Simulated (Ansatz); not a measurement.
A nudged elastic band was laid between two geometries of AlH5O2Si (9 atoms, charge 0, multiplicity 1).

Level of theory: RKS PBE-D4/STO-3G (Ansatz).

- movable images: 9
- climbing image: yes
- spring: 5.0 eV/Å²
- optimiser: quadratic models (default)
- start path: through a guess of the saddle point
- force threshold: 0.03 eV/Å
- iteration limit: 60
- end points: relaxed

First end point:

```xyz
9
Properties=species:S:1:pos:R:3
O -0.380 1.658 -1.082
Si 0.527 0.557 -0.066
O 1.700 -0.302 -1.043
Al -0.802 -0.825 1.246
H -1.059 1.035 -1.557
H 1.384 1.481 0.674
H 1.127 -1.024 -1.519
H -1.734 -1.824 0.586
H -0.763 -0.756 2.760
```

Last end point:

```xyz
9
Properties=species:S:1:pos:R:3
O -0.383 1.655 -1.086
Si 0.525 0.559 -0.066
O 1.702 -0.300 -1.037
Al -0.803 -0.824 1.246
H -1.057 1.028 -1.564
H 1.378 1.488 0.674
H 1.133 -1.025 -1.511
H -0.784 -0.738 2.760
H -1.712 -1.842 0.583
```

(1) What changes between the two ends?

(2) What energy profile does the band end with?

(3) What is the geometry of the highest image?

Answers

(1) No bond is made or broken. The dihedral O3–Si2–Al4–H8 goes from -63 to 118°. The two ends are copies of one structure, up to a mirror image or an exchange of like atoms.

(2) It converged. The highest image is number 5 of 0 to 10, 0.037 eV above the ends, which have the same energy within 2 meV. A vibrational analysis at the climbing image gives one clearly imaginary mode, 83i cm⁻¹: a first-order saddle point. Limits of this set-up: minimal basis.

```csv
image,path coordinate (Å),energy (eV),dihedral O3–Si2–Al4–H8 (°)
0,0.00,0.000,-63
1,0.52,0.003,-82
2,1.05,0.012,-100
3,1.57,0.023,-118
4,2.09,0.033,-137
5,2.62,0.037,-154
6,3.14,0.033,-171
7,3.65,0.024,171
8,4.17,0.012,154
9,4.69,0.003,136
10,5.21,0.000,118
```

(3) 
```xyz
9
Properties=species:S:1:pos:R:3
O -0.453 1.427 -1.377
Si 0.419 0.605 -0.101
O 1.882 -0.091 -0.762
Al -0.851 -0.804 1.248
H -0.959 0.659 -1.855
H 0.958 1.740 0.650
H 1.555 -0.978 -1.188
H -2.344 -0.587 1.410
H -0.208 -1.971 1.973
```

Time of the run: 2.2 min on 1 thread of Arm Neoverse V2 (shared host), peak memory 0.09 GiB.
